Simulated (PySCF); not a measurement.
Calculation: TPSSh-D3(BJ)/def2-TZVP // B3LYP-D3(BJ)/def2-TZVP in PySCF. Isolated molecules, 0 K electronic values unless said otherwise. Delta-SCF ions had no search for a lower state. Excitations are Tamm–Dancoff values on a coarser integration grid. The basis has no diffuse functions, so Rydberg states are missing or too high.

Reference species (SMILES): `C1(Cl)CC=1` (neutral, multiplicity 1).

| Quantity | Value |
|---|---|
| S1 excitation (TDA) | 6.46 eV |
| dipole moment | 1.04 D |
| vertical ionisation energy (Delta-SCF) | 9.37 eV |
| LUMO | -0.52 eV |

Changed species: `ClCC#C`.

**Question.** What does the change do to the S1 excitation (TDA), dipole moment, vertical ionisation energy (Delta-SCF) and LUMO?

**Answer.** the S1 excitation (TDA) falls by 0.62 eV, to 5.84 eV; the dipole moment goes up by 0.73 D, to 1.77 D; the vertical ionisation energy (Delta-SCF) rises by 0.84 eV, to 10.21 eV; the LUMO falls by 0.43 eV, to -0.95 eV.
